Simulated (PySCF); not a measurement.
**Assignment exercise: C3H6F4Si**

Structure with atom numbers: `[CH3:1][C@@:2]([F:3])([SiH3:4])[C:5]([F:6])([F:7])[F:8]`. Hydrogens are named by the atom that carries them.

PySCF calculation with shieldings: GIAO PBE0/pcSseg-1 and geometry: GFN2-xTB; a single conformation, relativity neglected, in vacuum, averaged over atoms made equivalent by symmetry, fast rotation or ring inversion.

References, each an isolated molecule treated in the same way: TMS for ¹³C, ¹H.

Question: Assign these signals to the numbered atoms. ¹³C{¹H} NMR (computed): δ 135.1 (C), 93.8 (C), 20.6 (CH3).

Answer: 
| δ (ppm) | atoms | environment | reason |
| --- | --- | --- | --- |
| 135.1 | C5 | CF3 carbon | 3 electronegative neighbours deshield it |
| 93.8 | C2 | fully substituted sp3 carbon bonded to F and Si | the inductive effect lowers its shielding |
| 20.6 | C1 | methyl carbon | saturated and bonded to C and H only |

Question: Assign these signals to the numbered atoms. ¹H NMR (500 MHz, computed): δ 4.06 (m, 3H), 1.77 (m, 3H).

Answer: 
```tsv
δ (ppm)	atoms	environment	reason
4.06	H(Si4)	hydrogen on a silicon bonded to C	–
1.77	H(C1)	hydrogen on a methyl carbon	–
```

Splittings by ¹⁹F in the carbon and heteronuclear signals aren't shown, as no couplings were computed. Shifts are as computed. Against solution values, carbons near 30 ppm lie about +3 ppm off and those near 130 ppm about +5 ppm. Of 1211 compounds with measured shifts, 218 miss one by over three times the rms of a fit or turn the order of signals round; such compounds aren't used in these exercises. Multiplicities follow the n + 1 count of equivalent neighbours, as no J values were calculated; m marks all less simple cases, F and P coupling included.
